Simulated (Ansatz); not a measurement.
CH6N2Si can be A, `C=N[SiH2]N`, or B, `N/C=N/[SiH3]`.

Computed with Ansatz on PBE0-D4/def2-TZVP structures; ΔE is electronic, products minus reactants. CCSD(T)/CBS is the MP2 limit (def2-TZVPP, def2-QZVPP) plus CCSD(T) − MP2 in def2-TZVPP, frozen cores. DFT in def2-TZVPP. B3LYP here is the variant with VWN-RPA as its local correlation; programs differ in this. Each species was taken in one conformer, which may not be the lowest.

(1) Which is lower in electronic energy at CCSD(T)/CBS, and by how much? (Estimate.)

(2) Give E(B) − E(A) in kJ/mol with B3LYP, HF/def2-TZVPP, BLYP-D4, CCSD/def2-TZVPP, B2PLYP, r2SCAN-D4, MP2/def2-TZVPP. (An estimate is asked.)

(3) Does the order hold for the free energy at 298.15 K (harmonic terms from PBE0-D4)? (Best estimate.)

Largest T1 diagnostic: 0.014.

Results:

(1) Ansatz gave: A, by 43.0 kJ/mol.

(2) Computed: B3LYP 27.9, HF/def2-TZVPP 38.8, BLYP-D4 26.3, CCSD/def2-TZVPP 42.8, B2PLYP 33.1, r2SCAN-D4 23.0, MP2/def2-TZVPP 39.0. None reverses the order clearly.

(3) Ansatz gave: Yes: G(B) − G(A) = +40.0 kJ/mol, for one conformer each.

From BLYP to BHLYP (50 % exact exchange), in def2-TZVPP and without D4, E(B) − E(A) moves by +7.7 kJ/mol. At CCSD(T), def2-SVP lies −24.2 kJ/mol from the extrapolated value and def2-TZVPP −1.9 kJ/mol.
